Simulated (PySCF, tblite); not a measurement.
Compound: C2H8F2Si2.
Z-matrix (Å and degrees, GFN2-xTB geometry), rows numbered from 1:
```
F 
Si  1  1.6149
C   2  1.9031  1  105.67
C   3  1.5243  2  112.60  1   -66.14
F   4  1.3972  3  108.55  2   -60.46
Si  4  1.9216  3  114.17  2   179.44
H   2  1.4555  1  104.85  3   117.72
H   2  1.4509  1  105.27  3  -120.11
H   3  1.0906  2  110.46  1   172.22
H   3  1.0912  2  110.18  1    54.28
H   4  1.0968  3  109.75  2    53.44
H   6  1.4623  4  107.65  3    55.05
H   6  1.4596  4  107.99  3   175.36
H   6  1.4635  4  106.94  3   -64.29
```

Theory: PBE0/def2-SVPD in PySCF (dipole) on a GFN2-xTB geometry, gas phase.

Take the most abundant isotopes and a rigid rotor. The values belong to one conformer with, in the numbering `[F:1][SiH2:2][CH2:3][C@H:4]([F:5])[SiH3:6]`, F1–Si2–C3–C4 -66°, Si2–C3–C4–F5 -60°.

**Question.** What are A, B and C (MHz)?

**Answer.** Ia = 107.75, Ib = 512.29, Ic = 537.07 u·Å²; 505379 MHz·u·Å²/I gives A = 4690, B = 986.5, C = 941.0 MHz.

**Question.** Classify the top.

**Answer.** A near-prolate asymmetric top. Ray's parameter κ = (2B − A − C)/(A − C) = -0.976; −1 is the prolate and +1 the oblate limit.

**Question.** What does the inertial defect say?

**Answer.** Not planar: Δ = Ic − Ia − Ib = -82.97 u·Å². For a rigid frame Δ = −2 Σ m c², so Σ m c² = 41.48 u·Å² lies off the ab plane: 10.47 from hydrogen and 31.01 from heavier atoms. The atom farthest from that plane is 1.76 Å away.

**Question.** Give the coordinates in the principal-axis frame, origin at the centre of mass.

**Answer.** The sense of each axis is arbitrary; atoms in the order of the calculation.
```json
{"atom": "F1", "mass (u)": "18.998", "a (Å)": "-2.418", "b (Å)": "0.558", "c (Å)": "-0.909"}
{"atom": "Si2", "mass (u)": "27.977", "a (Å)": "-1.955", "b (Å)": "-0.122", "c (Å)": "0.480"}
{"atom": "C3", "mass (u)": "12.000", "a (Å)": "-0.166", "b (Å)": "0.462", "c (Å)": "0.767"}
{"atom": "C4", "mass (u)": "12.000", "a (Å)": "0.802", "b (Å)": "-0.084", "c (Å)": "-0.276"}
{"atom": "F5", "mass (u)": "18.998", "a (Å)": "0.787", "b (Å)": "-1.480", "c (Å)": "-0.210"}
{"atom": "Si6", "mass (u)": "27.977", "a (Å)": "2.620", "b (Å)": "0.491", "c (Å)": "-0.039"}
{"atom": "H7", "mass (u)": "1.008", "a (Å)": "-2.857", "b (Å)": "0.425", "c (Å)": "1.483"}
{"atom": "H8", "mass (u)": "1.008", "a (Å)": "-2.063", "b (Å)": "-1.552", "c (Å)": "0.260"}
{"atom": "H9", "mass (u)": "1.008", "a (Å)": "0.180", "b (Å)": "0.158", "c (Å)": "1.756"}
{"atom": "H10", "mass (u)": "1.008", "a (Å)": "-0.115", "b (Å)": "1.551", "c (Å)": "0.732"}
{"atom": "H11", "mass (u)": "1.008", "a (Å)": "0.434", "b (Å)": "0.151", "c (Å)": "-1.282"}
{"atom": "H12", "mass (u)": "1.008", "a (Å)": "3.024", "b (Å)": "0.136", "c (Å)": "1.321"}
{"atom": "H13", "mass (u)": "1.008", "a (Å)": "3.443", "b (Å)": "-0.192", "c (Å)": "-1.033"}
{"atom": "H14", "mass (u)": "1.008", "a (Å)": "2.637", "b (Å)": "1.942", "c (Å)": "-0.229"}
```

**Question.** List the rotational levels J(Ka,Kc) to J = 3 (MHz).

**Answer.** Above 0(0,0):
J = 1: 1(0,1) 1928, 1(1,1) 5631, 1(1,0) 5677
J = 2: 2(0,2) 5782, 2(1,2) 9441, 2(1,1) 9577, 2(2,1) 20689, 2(2,0) 20689
J = 3: 3(0,3) 11563, 3(1,3) 15155, 3(1,2) 15428, 3(2,2) 26472, 3(2,1) 26474, 3(3,1) 45105, 3(3,0) 45105

**Question.** Predict some low-J microwave lines.

**Answer.** The dipole components are |μa| = 0.86 D, |μb| = 1.07 D, |μc| = 1.41 D. Intensities carry the squares of the components, which stand as 0.37 : 0.58 : 1.00 (a : b : c). Some lines, for components of 0.1 D or more:

```json
{"type": "a", "branch": "Q", "J(Ka,Kc)": "4(1,3) ← 4(1,4)", "MHz": "455", "lower level (cm⁻¹)": "0.760"}
{"type": "a", "branch": "R", "J(Ka,Kc)": "1(0,1) ← 0(0,0)", "MHz": "1928", "lower level (cm⁻¹)": "0.000"}
{"type": "b", "branch": "R", "J(Ka,Kc)": "3(0,3) ← 2(1,2)", "MHz": "2122", "lower level (cm⁻¹)": "0.315"}
{"type": "c", "branch": "Q", "J(Ka,Kc)": "4(1,4) ← 4(0,4)", "MHz": "3504", "lower level (cm⁻¹)": "0.643"}
{"type": "b", "branch": "Q", "J(Ka,Kc)": "2(1,1) ← 2(0,2)", "MHz": "3795", "lower level (cm⁻¹)": "0.193"}
{"type": "b", "branch": "R", "J(Ka,Kc)": "4(0,4) ← 3(1,3)", "MHz": "4114", "lower level (cm⁻¹)": "0.506"}
{"type": "a", "branch": "R", "J(Ka,Kc)": "4(0,4) ← 3(0,3)", "MHz": "7706", "lower level (cm⁻¹)": "0.386"}
{"type": "b", "branch": "Q", "J(Ka,Kc)": "2(2,0) ← 2(1,1)", "MHz": "11112", "lower level (cm⁻¹)": "0.319"}
{"type": "c", "branch": "R", "J(Ka,Kc)": "3(2,1) ← 2(1,1)", "MHz": "16896", "lower level (cm⁻¹)": "0.319"}
{"type": "c", "branch": "R", "J(Ka,Kc)": "3(2,2) ← 2(1,2)", "MHz": "17031", "lower level (cm⁻¹)": "0.315"}
{"type": "b", "branch": "R", "J(Ka,Kc)": "3(2,1) ← 2(1,2)", "MHz": "17033", "lower level (cm⁻¹)": "0.315"}
{"type": "c", "branch": "Q", "J(Ka,Kc)": "3(3,1) ← 3(2,1)", "MHz": "18631", "lower level (cm⁻¹)": "0.883"}
{"type": "b", "branch": "Q", "J(Ka,Kc)": "3(3,0) ← 3(2,1)", "MHz": "18631", "lower level (cm⁻¹)": "0.883"}
{"type": "c", "branch": "R", "J(Ka,Kc)": "4(2,3) ← 3(1,3)", "MHz": "19026", "lower level (cm⁻¹)": "0.506"}
{"type": "c", "branch": "R", "J(Ka,Kc)": "4(3,1) ← 3(2,1)", "MHz": "26342", "lower level (cm⁻¹)": "0.883"}
```

Its GFN2-xTB frequencies are all real (lowest 38 cm⁻¹). Zero-point vibration and centrifugal distortion are left out. A rigid rotor knows nothing of internal rotation, which can split or shift real lines.

On one thread, Arm Neoverse V2 (aarch64), no GPU, shared host with 96 logical CPUs at a one-minute load of 70, this took 33 s and 0.80 GiB of memory at its peak. This is the PBE0/def2-SVPD job that gave the dipole, with the excitations it also computed.
